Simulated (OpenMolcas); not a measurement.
## Pr4+: effect of the metal basis and ligand basis

Pr4+ with 6 ligands (fluoride) in octahedral coordination (Oh) at 2.16 Å. A charge of +0.333 e stands 2.4 Å behind each ligand.

```yaml
Program: OpenMolcas 26.06
Method: CASSCF
Spin-orbit_coupling: RASSI with atomic mean-field integrals over the reference wave functions
```

Fixed: active space 1 electron in 7 orbitals (4f), DKH2 Hamiltonian.

States (labels of O, the rotations of Oh). Energies in cm-1 above the lowest state or level, χT in cm3 K/mol.

| Run | Metal basis | Ligand basis | Ground state | First state of that spin | First gap with spin-orbit (degeneracies) | Width of lowest J | χT at 300 K | Cost |
| --- | --- | --- | --- | --- | --- | --- | --- | --- |
| A | ANO-RCC-VDZP | ANO-RCC-VDZP | 2A2 | 2T2 890.4 | 1352 (2, 4) | 1352 | 0.319 | roughly 15 core-seconds |
| B | ANO-RCC-VTZP | ANO-RCC-VTZP | 2A2 | 2T2 987.3 | 1430 (2, 4) | 1430 | 0.304 | roughly 80 core-seconds |

Against A, the width of the lowest J multiplet changes by +5.8 % in B.

Costs are those of the RASSCF and RASSI steps.

No measured value stands beside these numbers; the geometry was imposed, not optimised, and the real ion may take another.
